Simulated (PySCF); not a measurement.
## How methods differ on the excitation energy of Mn

Mn [Ar] 3d5 4s2 (6S) → Mn [Ar] 3d5 4s1 5s1 (8S), as a difference of total energies. Computed with PySCF 2.14 in aug-cc-pVTZ-DK (8s7p5d3f2g, 93 functions), with scalar relativity by spin-free X2C-1e. Correlated levels: valence: [Ar] frozen. The calculations carry no spin-orbit coupling.

```csv
method,excitation energy (eV)
UHF,3.643
MP2 (valence),4.574
SCS-MP2 (valence),4.859
CCSD (valence),4.735
CCSD(T) (valence),4.814
```

Question: How much does correlation contribute at CCSD(T) (valence)?

Answer: 4.814 − (3.643) = 1.171 eV, measured against UHF.

The promoted electron is Rydberg-like, and one or two diffuse shells describe it only roughly, which tends to raise the upper state.
